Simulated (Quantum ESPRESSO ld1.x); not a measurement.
Results of a calculation; reference values are marked as such.
One sound ld1.x (Quantum ESPRESSO 7.5) input for neutral manganese gives E = -1156.3445 hartree in 29 iterations:

```
 &input
    zed=25.0,
    iswitch=1,
    rel=1,
    lsd=1,
    dft='SLA-VWN',
    config='[Ar] 3d5 4s2',
    verbosity='high',
    prefix='ld1',
    max_out_wfc=37,
    file_charge='ld1.rho',
 /
```

Changed or added lines, one case at a time, and what came of them:

- config='[Ar] 3d5 4s2 1p1': refused. The program stops in el_config with "main/angular quantum number mismatch": l must be smaller than n.
- dft='HF': refused. The program stops in ld1_setup with "HF not implemented yet": ld1.x has no Hartree-Fock; KLI and OEP are its exact-exchange options.
- tr2=1e-2: inaccurate. The cycle stops early, after 7 iterations, and the energy is off by +0.07984 hartree against the sound run.
- iswitch=5: refused. The program stops in ld1_readin with "wrong iswitch": iswitch takes 1 to 4.
- dx=0.1: inaccurate. The radial step is too large to integrate the orbitals; the run ends without a warning, but the energy is off by +0.001305 hartree against the default mesh.
- xmin=-1.0: refused. The program stops in ld1_readin with "wrong xmin": xmin is refused above -2.
- config='[Ar] 3d5 4s2 4s2': refused. The program stops in occ_spin with "wrong occupations": a shell may stand twice only as spin up and down (lsd = 1) or as its two j (rel = 2, l > 0), within their capacities.
